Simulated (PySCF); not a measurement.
ITl, SMILES [I][Tl] (connectivity only; charge and spin as stated), charge +1, multiplicity 2.

Geometry: PBE0-D3(BJ)/def2-TZVP. The multiplicity is an assumed one; other spin states were not compared. The def2 effective core potentials stand for the cores of I, Tl; spin–orbit coupling is left out.

The numbers are results of PBE0-D3(BJ)/def2-TZVP (PySCF 2.14.0), not measurements.

Frequencies are harmonic and unscaled.

Computed vibrational spectrum:
```csv
mode,ν (cm⁻¹),IR (km/mol),moving atoms (share of kinetic energy)
1,70,8.4,"I 62 %, Tl 38 %"
```
